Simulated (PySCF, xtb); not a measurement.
Pb(Cl)(OMe) (CH3ClOPb), SMILES C[O][Pb][Cl] (connectivity only; charge and spin as stated), neutral, multiplicity 1.

xtb with GFN2-xTB at its own geometry gives an orbital gap of 3.01 eV and a dipole moment of 4.83 D.

Geometry optimised at B3LYP-D3(BJ)/def2-SVP. The def2 effective core potentials stand for the cores of Pb; spin–orbit coupling is left out. One conformer was computed; it need not be the lowest.

What does r2SCAN/def2-TZVP run with PySCF give? (The exact figures need the calculation; the answer reports its results.)

gap 3.28 eV (levels -6.45 and -3.17 eV), dipole 3.22 D.
